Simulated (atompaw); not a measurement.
# u(r) = r·R(r): atom against pseudo-atom (V)

Columns: radius, all-electron u(r) and pseudo u(r) of the 3p shell (level -77.11 eV) of vanadium in the configuration [Ne] 3s2 3p6 3d2 4s0 4p0; LDA (PW92), non-relativistic, PAW (atompaw) scheme, atompaw 4.2.0.5.

| r (bohr) | all-electron | pseudo |
| --- | --- | --- |
| 0.075 | 0.3310 | -0.0289 |
| 0.150 | 0.5587 | -0.1122 |
| 0.225 | 0.4766 | -0.2400 |
| 0.300 | 0.2113 | -0.3976 |
| 0.375 | -0.1128 | -0.5675 |
| 0.450 | -0.4197 | -0.7323 |
| 0.525 | -0.6729 | -0.8765 |
| 0.600 | -0.8608 | -0.9892 |
| 0.675 | -0.9855 | -1.0645 |
| 0.750 | -1.0551 | -1.1019 |
| 0.825 | -1.0802 | -1.1058 |
| 0.900 | -1.0714 | -1.0830 |
| 0.975 | -1.0380 | -1.0414 |
| 1.050 | -0.9878 | -0.9881 |
| 1.125 | -0.9269 | -0.9269 |
| 1.200 | -0.8600 | -0.8600 |
| 1.275 | -0.7905 | -0.7905 |
| 1.350 | -0.7212 | -0.7212 |
| 1.425 | -0.6538 | -0.6538 |
| 1.500 | -0.5892 | -0.5892 |
| 1.575 | -0.5287 | -0.5287 |
| 1.650 | -0.4723 | -0.4723 |
| 1.725 | -0.4203 | -0.4203 |
| 1.800 | -0.3729 | -0.3729 |
| 1.875 | -0.3299 | -0.3299 |
| 1.950 | -0.2910 | -0.2910 |

Question: How many radial nodes do the two functions have?

Answer: The all-electron 3p function has n − l − 1 = 1; the pseudo-wave has 0, since the states of the same l below it are removed with the core.

Question: At about which radius was the pseudo-wave matched?

Answer: 1.10 bohr, where the columns begin to agree (steps of 0.07 bohr).

Question: Is the pseudo-wave norm-conserving?

Answer: No, it belongs to a PAW set: the norm inside the radius is not constrained, and the difference is carried by the augmentation charge.
